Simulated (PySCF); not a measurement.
Te(OMe)(SiH3) (CH₆OSiTe), SMILES CO[Te][SiH3].

The structure is a stationary point at PBE0-D3(BJ)/def2-SVP. The structure was generated by enumeration, and PubChem lists no compound with its InChIKey, so it may never have been made. The def2 effective core potentials stand for the cores of Te; spin–orbit coupling is left out. Other conformers were not sampled.

Computed with TDDFT-CAM-B3LYP/def2-SVPD (PySCF 2.14.0).

Vertical excitations. Gas-phase values at a fixed geometry.

Estimate the UV-visible absorptions. (Estimate from the structure and the level; the computed values follow.)


```json
[
 {"state": "S1", "energy (eV)": "2.87", "λ (nm)": "432", "f": "0.001", "main pairs": "HOMO→LUMO 99 %"},
 {"state": "S2", "energy (eV)": "4.10", "λ (nm)": "303", "f": "0.003", "main pairs": "HOMO−1→LUMO 96 %"},
 {"state": "S3", "energy (eV)": "4.79", "λ (nm)": "259", "f": "0.010", "main pairs": "HOMO→LUMO+1 94 %"},
 {"state": "S4", "energy (eV)": "5.85", "λ (nm)": "212", "f": "0.040", "main pairs": "HOMO−2→LUMO 47 %, HOMO−3→LUMO 43 %"},
 {"state": "S5", "energy (eV)": "5.96", "λ (nm)": "208", "f": "0.065", "main pairs": "HOMO→LUMO+2 94 %"},
 {"state": "S6", "energy (eV)": "6.16", "λ (nm)": "201", "f": "0.080", "main pairs": "HOMO−3→LUMO 44 %, HOMO−2→LUMO 43 %"},
 {"state": "S7", "energy (eV)": "6.24", "λ (nm)": "199", "f": "0.061", "main pairs": "HOMO−1→LUMO+1 61 %, HOMO→LUMO+6 26 %"},
 {"state": "S8", "energy (eV)": "6.55", "λ (nm)": "189", "f": "0.016", "main pairs": "HOMO→LUMO+4 35 %, HOMO→LUMO+7 34 %, HOMO→LUMO+3 21 %"},
 {"state": "S9", "energy (eV)": "6.64", "λ (nm)": "187", "f": "0.116", "main pairs": "HOMO→LUMO+3 48 %, HOMO→LUMO+4 38 %"},
 {"state": "S10", "energy (eV)": "6.69", "λ (nm)": "185", "f": "0.082", "main pairs": "HOMO→LUMO+5 34 %, HOMO→LUMO+7 30 %, HOMO→LUMO+6 13 %, HOMO→LUMO+4 9 %"},
 {"state": "T1", "energy (eV)": "2.20", "λ (nm)": "563", "f": "0", "main pairs": "HOMO→LUMO 96 %"},
 {"state": "T2", "energy (eV)": "3.52", "λ (nm)": "353", "f": "0", "main pairs": "HOMO−1→LUMO 95 %"},
 {"state": "T3", "energy (eV)": "4.30", "λ (nm)": "288", "f": "0", "main pairs": "HOMO→LUMO+1 87 %"},
 {"state": "T4", "energy (eV)": "4.77", "λ (nm)": "260", "f": "0", "main pairs": "HOMO−2→LUMO 89 %"}
]
```
Triplets are in the Tamm–Dancoff approximation, which puts them higher than full response would, so one can lie above its singlet here.
